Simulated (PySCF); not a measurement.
PbI₂, SMILES [I][Pb][I] (connectivity only; charge and spin as stated), neutral, multiplicity 1. Heavy atoms are numbered as in [Pb:1]([I:2])[I:3].

Geometry optimised at PBE0-D3(BJ)/def2-SVP. The isomer is the one that the SMILES or the coordinates give; other isomers of the formula were not compared. The def2 effective core potentials stand for the cores of I, Pb; spin–orbit coupling is left out.

Level of theory: PySCF with B3LYP/def2-TZVPD.

Mulliken values depend strongly on the basis, most of all with diffuse functions as here. ESP charges are fitted to the potential on shells at 1.4 to 2.0 van der Waals radii. Atomic charges (e), one atom of each kind:

| atom | ESP fit | Mulliken |
|---|---|---|
| Pb1 | (withheld) | 0.55 |
| I2 | (withheld) | -0.27 |

Problem. Complete the blanks. (The exact figures need the calculation; the answer reports its results.)

Solution. 
- Pb1, ESP fit: 0.46
- I2, ESP fit: -0.23
